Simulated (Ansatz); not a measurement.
Species: C₉H₁₀BNSi, SMILES `c1cc2c(cc1)c(B)cc(n2)[SiH3]` (charge 0, multiplicity 1), formula C9H10BNSi.

Q: How many basis functions does frozen-core CCSD(T)/cc-pVDZ // PBE-D3(BJ)/def2-SVP (Ansatz, a program for electronic structure) use, how many core orbitals are frozen, and how many electrons are correlated?

A: 222 basis functions and 16 frozen orbitals, which leaves 58 correlated electrons. Core time is of the order of minutes.
